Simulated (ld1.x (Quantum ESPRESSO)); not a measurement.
## molybdenum (Mo), TM: configuration errors across variants

ld1.x (Quantum ESPRESSO) 7.5 input, shortened:

```
&input
   title='Mo', zed=42., rel=1, dft='WC', iswitch=3,
   config='[Kr] 4d5 5s1 5p0'
 /
 &inputp
   pseudotype=2, tm=.true., lloc=2,
   nlcc=.false.
 /
3
4S  1  0   2.00   0.00  1.55  1.55  0.0
4P  2  1   6.00   0.00  1.40  1.40  0.0
4D  3  2   5.00   0.00  1.55  1.55  0.0
 &test
   configts(1)='4s2 4p6 4d5 5s1 5p0'
 /
```

Occupied shells without a wave of their own: 5s. They enter only through the test configuration that unscreens the potential.

All-electron excitation energies from the reference (eV): (1) 4s2 4p6 4d5 5s0 5p0 6.890; (2) 4s2 4p6 4d4 5s0 5p0 22.340; (3) 4s2 4p6 4d3 5s0 5p0 49.067; (4) 4s2 4p6 4d4 5s2 5p0 0.164; (5) 4s2 4p6 4d5.5 5s0.5 5p0 0.288; (6) 4s2 4p6 4d2 5s0 5p0 88.550; (7) 4s2 4p6 4d6 5s0 5p0 0.774.

For the base: The 5s level has no wave, so the channel is fitted at the deeper level alone: the likely source of the large errors.

On the changes marked as counting shells twice: ld1.x takes every shell without a wave as core, so the model core holds the marked electrons as well and exchange and correlation see them twice. This cancels in the reference configuration, but the file is broken for other ones, and its errors say nothing about a proper core correction.

2 further variants failed, have other tests or another functional or relativity, and are left out.

Errors AE − PS in meV (a dash: test not solved or not reliable):

```tsv
change	(1)	(2)	(3)	(4)	(5)	(6)	(7)	bound ghosts
base	-157	-239	-337	+147	-54	-442	-99	none
type RRKJ; local potential the p channel	-98	-145	-195	+91	-34	-235	-63	none
core correction a·sin(br)/r model core inside 0.74 bohr (5s counted twice)	-305	-605	-929	+130	-58	-1230	-113	none
wave 4s (bound): rc 1.55 bohr becomes 4s (bound): rc 1.14 bohr	+30	+46	+67	-27	+10	+98	+19	none
```

Question: Give the same row for: all radii scaled by about 1.08 (s 1.68, p 1.50, d 1.68 bohr).

Answer: -294, -448, -636, +274, -101, -839, -186; bound ghosts: none.
